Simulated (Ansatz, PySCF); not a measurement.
Pair of molecules: H2O (SMILES O) (first 3 atoms) with CHN (SMILES C#N); geometry from B3LYP-D3(BJ)/def2-TZVP.
(charge 0, multiplicity 1):
```xyz
6

O     -0.083    -0.078    -0.103
H      0.709    -0.232    -0.628
H     -0.828    -0.231    -0.694
C     -0.218    -0.262     2.974
N     -0.267    -0.348     4.117
H     -0.172    -0.183     1.901
```

Basis-set superposition error: the interaction energy with monomers in their own basis, and in the dimer's basis (counterpoise).

The values were computed with Ansatz (Gaussian orbitals); PySCF for 6-31G* rows. 

```csv
level,uncorrected (kcal/mol),counterpoise (kcal/mol),difference
HF/6-31G*,-6.31,-5.69,0.62
HF/aug-cc-pVDZ,-4.83,-4.46,0.37
HF/aug-cc-pVTZ,-4.66,-4.53,0.14
SVWN5/def2-TZVPPD,-7.46,-7.40,0.06
B3LYP/6-31G*,-7.25,-6.15,1.10
CAM-B3LYP/def2-TZVPPD,-5.43,-5.39,0.04
wB97X-V/def2-TZVPPD,-5.28,-5.24,0.04
SCS-MP2/aug-cc-pVDZ,-5.21,-4.12,1.09
SCS-MP2/aug-cc-pVTZ,-5.09,-4.49,0.61
CCSD(T)/aug-cc-pVTZ,-5.50,-4.95,0.55
```

The error is largest for B3LYP/6-31G* (1.10 kcal/mol) and smallest for wB97X-V/def2-TZVPPD (0.04 kcal/mol).

Ansatz is a program for electronic structure.
